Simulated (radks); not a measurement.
Species: Sm. Configuration: [Xe] 4f6 6s2 (the NIST ground configuration). Method: scalar-relativistic Kohn-Sham, LDA (Slater exchange, Perdew-Wang correlation), spin-polarised, spherical densities, finite nucleus; open shells are filled with parallel spins first (spin-orbit coupling, left out, can overturn this in heavy ions); Fermi nuclear charge, rms radius 5.0819 fm; computed with a radial shooting solver on a logarithmic mesh with Libxc functionals.

Unscreened Slater integrals over Kohn-Sham orbitals (eV). They are taken over the spin-up orbitals. Empty in this configuration: 5d.

\begin{tabular}{lr}
integral & value \\ \hline
F0(4f,4f) & 26.049 \\
F2(4f,4f) & 11.937 \\
F4(4f,4f) & 7.4078 \\
F6(4f,4f) & 5.3070 \\
F0(4f,6s) & 7.5926 \\
G3(4f,6s) & 0.29490 \\
F0(4f,5p) & 17.490 \\
F2(4f,5p) & 6.3001 \\
G2(4f,5p) & 3.6496 \\
G4(4f,5p) & 2.7333 \\
F0(4f,5s) & 19.719 \\
G3(4f,5s) & 4.1190 \\
F0(4f,5d) & 10.600 \\
F2(4f,5d) & 2.4314 \\
F4(4f,5d) & 1.1841 \\
G1(4f,5d) & 1.3994 \\
G3(4f,5d) & 1.0096 \\
G5(4f,5d) & 0.74061 \\
F0(6s,6s) & 5.8230 \\
F0(6s,5p) & 7.3207 \\
G1(6s,5p) & 0.51605 \\
F0(6s,5s) & 7.4249 \\
G0(6s,5s) & 0.26953 \\
F0(6s,5d) & 6.4860 \\
G2(6s,5d) & 2.3177 \\
F0(5p,5p) & 14.854 \\
F2(5p,5p) & 7.9541 \\
F0(5p,5s) & 15.973 \\
G1(5p,5s) & 10.609 \\
F0(5p,5d) & 9.9596 \\
F2(5p,5d) & 4.1761 \\
G1(5p,5d) & 4.5644 \\
G3(5p,5d) & 2.7677 \\
F0(5s,5s) & 17.453 \\
F0(5s,5d) & 10.267 \\
G2(5s,5d) & 2.6594 \\
F0(5d,5d) & 7.8971 \\
F2(5d,5d) & 3.8041 \\
F4(5d,5d) & 2.4188 \\
\end{tabular}

Derived for the open shells (J is the average intra-shell exchange parameter used in DFT+U). 4f: F4/F2 = 0.621, F6/F2 = 0.445, J = (286 F2 + 195 F4 + 250 F6)/6435 = 0.9612 eV.
